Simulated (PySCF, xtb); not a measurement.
CH7ClOSi2, SMILES C([SiH3])O[SiH2]Cl. The values are those of a single conformer.

Harmonic wavenumbers (cm⁻¹) from GFN2-xTB (xtb) at its own minimum, in rising order: 28, 65, 117, 132, 265, 291, 484, 502, 523, 540, 610, 700, 731, 747, 766, 780, 785, 794, 814, 1142, 1216, 1282, 1469, 2263, 2276, 2277, 2290, 2375, 2904, 2935.

Q: What does PBE-D3(BJ)/def2-SVP in PySCF 2.14.0 give at its own minimum? (An estimate is asked for; the answer gives what the named calculation found.)

A: 27, 79, 122, 164, 232, 305, 476, 519, 545, 614, 706, 715, 756, 833, 863, 886, 904, 914, 922, 1094, 1220, 1247, 1409, 2160, 2172, 2180, 2184, 2230, 2943, 3009. Paired by order, the mean absolute difference is 60 cm⁻¹ and the zero-point energies are 45.9 and 46.4 kcal/mol.
